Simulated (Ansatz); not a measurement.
Coupled-cluster diagnostics for the cluster Rb₄⁺ (the lowest doublet isomer of a short search), Ansatz.

Geometry of the doublet (r2SCAN/def2-TZVP):

```xyz
4

Rb    1.609   -1.424   -0.825
Rb   -0.156    2.188   -3.948
Rb    0.159   -2.204    3.939
Rb   -1.613    1.440    0.834
```

In the def2 sets Rb takes a core potential; there is no spin–orbit coupling. Correlated methods freeze no core orbitals; core or outer-core shells of Rb are correlated, in sets that lack core-valence functions. The structure comes from a short search, and lower isomers may exist.

Geometry of the charge 1 quartet (r2SCAN/def2-TZVP):

```
atom   x (Å)   y (Å)   z (Å)
 Rb1  -0.345   1.470  -2.858
 Rb2   3.693   1.529   0.340
 Rb3  -3.694  -1.528  -0.339
 Rb4   0.346  -1.472   2.856
```

Question: Estimate the CCSD(T) correlation energy, the shares of MP2 and (T), T1 and the reference's ⟨S²⟩ for: charge 1, doublet, own geometry in def2-TZVP; charge 1, quartet, own geometry in def2-TZVP; and the rough time on 2 threads of Arm Neoverse V2 on a shared host.

Answer: 
| state | basis | correlation (eV) | MP2 share (%) | (T) share (%) | T1 | ⟨S²⟩ (pure) | wall time | remarks |
| --- | --- | --- | --- | --- | --- | --- | --- | --- |
| charge 1, doublet, own geometry | def2-TZVP | -8.874 | 87.2 | 2.3 | 0.037 | 1.12 (0.75) | 3.5 min | spin-contaminated |
| charge 1, quartet, own geometry | def2-TZVP | -8.393 | 88.6 | 1.8 | 0.014 | 3.75 (3.75) | 2.8 min | – |
Customary marks for T1 are 0.02 (closed shells), 0.045 (open shells) and about 0.05 (3d metals). T1 exceeds 0.02 in 1 of 2 rows and 0.045 in 0; the higher it lies, the less the single-reference result can be trusted.
